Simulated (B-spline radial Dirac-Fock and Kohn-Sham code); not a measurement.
## Subshell cross sections of Cu²¹⁺, photon energy 2120 eV

System: the Cu²¹⁺ ion, configuration 1s2 2s2 2p4.

Input file task.json (cfg lists n, l and occupation; rrms is the nuclear radius in fm):

```json
{"items": [{
  "Z": 29,
  "q": 21,
  "cfg": [[1, 0, 2], [2, 0, 2], [2, 1, 4]],
  "A": 63,
  "rrms": 3.8823,
  "do": ["binding", "quiet", "photo"],
  "hv": [124.0, 156.0, 433.0, 600, 1290.0, 2000, 2120.0, 2984.4, 3820.0, 6000, 12000, 15000, 22162.9, 59318.2, 71200.0, 195000.0]
}]}
```

Command: `python xray_run.py task.json out`

Level of theory: Dirac-Hartree-Slater photoionisation with all multipoles and Dirac-Fock thresholds; an atomic code on a B-spline grid. The asymmetry parameter β is from the dipole term alone. Kinetic energies are from the vacuum level. Open shells are spread statistically over j, without multiplet splitting.

The last column is dσ/dΩ = σ/(4π) · [1 − (β/2) P₂(cos θ)] at θ = 90° from the beam of unpolarised light.

```tsv
subshell	electrons	binding (eV)	kinetic (eV)	σ (kb)	β	dσ/dΩ (kb/sr)
L1 (2s)	2	2047.4	72.65	48.2	2.00	5.75
L2 (2p1/2)	1.33	1940.9	179.1	36.4	1.46	3.96
L3 (2p3/2)	2.67	1918.1	201.9	?	?	?
```

Task: What are σ and β for L3 (2p3/2)?

Result: σ = 69.9 kb, the largest of all subshells and 45 % of the total, and β = 1.48, which gives dσ/dΩ = 7.63 kb/sr.

Values without a named source are computed, but for edge energies of neutral atoms, which are taken from tables.
